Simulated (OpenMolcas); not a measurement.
**Predicting a hybrid from its neighbours: C2H5NSi**

C2H5NSi: 9 atoms, total charge 0, spin state singlet. As SMILES, `C[SiH2]C#N`. The coordinates come from a PBE0-D4/def2-TZVP relaxation.

The HOMO–LUMO gap y, in eV, basis cc-pVDZ; a is the functional's share of exact exchange. Programs: OpenMolcas 26.06.

| functional | program | a | y (eV) |
| --- | --- | --- | --- |
| revPBE | OpenMolcas | 0 | 6.96 |
| TPSS | OpenMolcas | 0 | 7.16 |
| B3LYP | OpenMolcas | 0.2 | 8.75 |
| PBE0 | OpenMolcas | 0.25 | ? |
| BHLYP | OpenMolcas | 0.5 | 11.46 |

Q: Fit y = c + s·a to the known rows and predict PBE0.

A: 
1. Means of the 4 rows: a = 0.1750, y = 8.582.
2. Σ(Δa)² = 0.1675, Σ(Δa·Δy) = 1.4723, so the slope is 1.4723/0.1675 = 8.7899.
3. Intercept: 8.582 − (8.7899) × 0.1750 = 7.044. The largest residual of the fit is 0.12.
4. PBE0: 7.044 + (8.7899) × 0.25 = 9.24 eV.

The run gave 9.23 eV, so the prediction is off by +0.01 eV, within the largest residual. Exact exchange lowers occupied levels and raises empty ones. The rows mix families of semi-local functionals, which the line can't see.
